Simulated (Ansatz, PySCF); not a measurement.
C2H6N (SMILES C[CH-]N), charge -1, singlet, at a GFN2-xTB geometry (in this run its highest filled SCF level lies above zero, so its values depend strongly on the basis, on diffuse functions most of all). Base run: PySCF with CASSCF(2,4)/STO-3G.

Input for PySCF:
```python
from pyscf import gto, scf, mcscf
import numpy

mol = gto.M(
    atom='''
C     1.173794   -0.298885   -0.030648
C    -0.000619    0.690498   -0.119470
N    -1.281756   -0.073605    0.018756
H     2.131807    0.237138    0.010824
H     1.167587   -1.007128    0.848546
H     1.205745   -0.944680   -0.924685
H     0.048015    1.289231    0.846587
H    -1.253289   -0.753268    0.806942
H    -1.366625   -0.655738   -0.818802
''',
    basis='sto-3g',
    charge=-1,
    spin=0,
    verbose=4,
)

mf = scf.RHF(mol)
mf.kernel()
mc = mcscf.CASSCF(mf, 4, 2)
mc.fix_spin_(ss=0.0)
mc.kernel()
occ = numpy.linalg.eigvalsh(mc.fcisolver.make_rdm1(mc.ci, mc.ncas, mc.nelecas))[::-1]
ss = mc.fcisolver.spin_square(mc.ci, mc.ncas, mc.nelecas)[0]
print('natural occupations', occ.round(4), ' <S^2>', round(ss, 4))
```

Programs used: Ansatz (a program for electronic structure), PySCF; a row that names a program was run with it.

Variants of this job, named by their change:

```
change                                                ΔE vs base (kcal/mol)                      natural occupations  <S^2> of the state
----------------------------------------------------  ---------------------  ---------------------------------------  ------------------
base                                                                  0.000                      1.98 0.02 0.00 0.00                0.00
active space = 6 electrons, 8 orbitals                               -28.62  1.98 1.98 1.97 0.03 0.02 0.02 0.00 0.00                0.00
code = ansatz; correction = SC-NEVPT2, all electrons                  -76.8                                        -                   -
code = ansatz                                                         0.007                                        -                   -
fix_spin_ = off                                                       0.000                      1.98 0.02 0.00 0.00                0.00
start = MP2 natural orbitals                                           1.10                      1.98 0.02 0.00 0.00                0.00
conv_tol = 1e-5                                                       0.181                      1.98 0.02 0.00 0.00                0.00
state_average = 2 states                                              11.11                                        -                   -
correction = SC-NEVPT2                                                -76.8                      1.98 0.02 0.00 0.00                0.00
active space = 4 electrons, 6 orbitals                               -14.49            1.98 1.97 0.02 0.02 0.00 0.00                0.00
active space = 6 electrons, 6 orbitals                               -24.34            1.98 1.98 1.97 0.02 0.02 0.02                0.00
```

Active orbitals are taken around the Fermi level unless the row says otherwise; CASSCF can end in different local minima, and two programs can end on different orbitals. State-averaged rows give the lowest state.
